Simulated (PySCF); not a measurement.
C₂H₈AlFSi, SMILES [CH3][Al]([CH3])[SiH2]F. Atoms are numbered in the order given.

```xyz
13

Si     1.4677     0.5992    -0.1572
F      2.3411    -0.7171     0.3110
Al    -0.9034    -0.0027    -0.0167
C     -2.2561     1.4033    -0.2006
C     -1.3617    -1.8866     0.2473
H      1.9279     0.9647    -1.5358
H      1.8800     1.7368     0.7258
H     -2.0857     2.0154    -1.1039
H     -3.2862     1.0135    -0.2459
H     -2.2052     2.1030     0.6538
H     -2.1972    -2.0207     0.9556
H     -0.5066    -2.4859     0.5994
H     -1.6932    -2.3274    -0.7115
```
Charge 0, spin multiplicity 1.

Geometry: ωB97X-D3(BJ)/def2-SVP. The structure was generated by enumeration; whether it is a known compound was not checked. One conformer was computed; it need not be the lowest.

Method: TDDFT-LC-ωPBE/def2-SVPD (PySCF).

Vertical excitations. 

```json
[
 {"state": "S1", "energy (eV)": "4.79", "λ (nm)": "259", "f": "0.015", "main pairs": "HOMO→LUMO 97 %"},
 {"state": "S2", "energy (eV)": "5.63", "λ (nm)": "220", "f": "0.000", "main pairs": "HOMO−1→LUMO 95 %"},
 {"state": "S3", "energy (eV)": "5.88", "λ (nm)": "211", "f": "0.048", "main pairs": "HOMO→LUMO+2 87 %"},
 {"state": "S4", "energy (eV)": "6.93", "λ (nm)": "179", "f": "0.136", "main pairs": "HOMO→LUMO+1 81 %"},
 {"state": "S5", "energy (eV)": "7.60", "λ (nm)": "163", "f": "0.141", "main pairs": "HOMO−1→LUMO+1 83 %"},
 {"state": "S6", "energy (eV)": "7.62", "λ (nm)": "163", "f": "0.012", "main pairs": "HOMO−2→LUMO+2 61 %, HOMO−2→LUMO 25 %"},
 {"state": "S7", "energy (eV)": "7.87", "λ (nm)": "158", "f": "0.086", "main pairs": "HOMO−1→LUMO+2 84 %"},
 {"state": "S8", "energy (eV)": "8.02", "λ (nm)": "155", "f": "0.006", "main pairs": "HOMO−2→LUMO 60 %, HOMO−2→LUMO+2 23 %"},
 {"state": "S9", "energy (eV)": "8.39", "λ (nm)": "148", "f": "0.044", "main pairs": "HOMO→LUMO+3 70 %"},
 {"state": "S10", "energy (eV)": "8.46", "λ (nm)": "147", "f": "0.094", "main pairs": "HOMO→LUMO+7 35 %, HOMO−3→LUMO 24 %, HOMO→LUMO+4 13 %"},
 {"state": "T1", "energy (eV)": "3.91", "λ (nm)": "317", "f": "0", "main pairs": "HOMO→LUMO 93 %"},
 {"state": "T2", "energy (eV)": "4.95", "λ (nm)": "251", "f": "0", "main pairs": "HOMO→LUMO+2 82 %"},
 {"state": "T3", "energy (eV)": "5.28", "λ (nm)": "235", "f": "0", "main pairs": "HOMO−1→LUMO 93 %"},
 {"state": "T4", "energy (eV)": "6.38", "λ (nm)": "194", "f": "0", "main pairs": "HOMO→LUMO+1 59 %, HOMO→LUMO+6 13 %, HOMO→LUMO+3 10 %"}
]
```
Triplets are in the Tamm–Dancoff approximation, which puts them higher than full response would, so one can lie above its singlet here.
